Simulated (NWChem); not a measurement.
System: C3H6Si; SMILES C=C=C[SiH3]

The following NWChem deck was run.

```
start job
memory heap 200 mb stack 900 mb global 1100 mb
geometry units angstroms
  C      2.383279     0.309185     0.064323
  C      1.215130    -0.179247    -0.206761
  C      0.021067    -0.623453    -0.444411
  Si    -1.542700     0.186644     0.233273
  H      2.948122    -0.013762     0.924049
  H      2.850907     1.046639    -0.567765
  H     -0.096474    -1.504088    -1.062582
  H     -2.681967    -0.597866    -0.249916
  H     -1.518768     0.182709     1.697938
  H     -1.645611     1.566279    -0.248525
end
basis spherical
  * library 6-31g*
end
dft
  xc b3lyp
  iterations 150
end
driver
  maxiter 120
end
task dft optimize
task dft freq
```

B3LYP is NWChem's, with the RPA form of VWN correlation. The optimisation ended at a saddle point (imaginary frequency).

The level has its own optimisation; frequencies are unscaled. Brackets give each atom's bonded neighbours.

Question: Give the results of this calculation. (B3LYP/6-31G* (spherical d).) Quantities: r C–C [C(CC)–C(CHH)] (Å); r C–H [C(CHH)–H(C)] (Å); r C–C [C(CC)–C(CHSi)] (Å); r C–Si (Å); highest harmonic frequency (cm⁻¹); lowest (cm⁻¹); zero-point energy (kcal/mol); dipole (D).

Answer: r C–C [C(CC)–C(CHH)] (Å): 1.308
r C–H [C(CHH)–H(C)] (Å): 1.088
r C–C [C(CC)–C(CHSi)] (Å): 1.310
r C–Si (Å): 1.880
highest harmonic frequency (cm⁻¹): 3223
lowest (cm⁻¹): -101
zero-point energy (kcal/mol): 44.7
dipole (D): 0.65
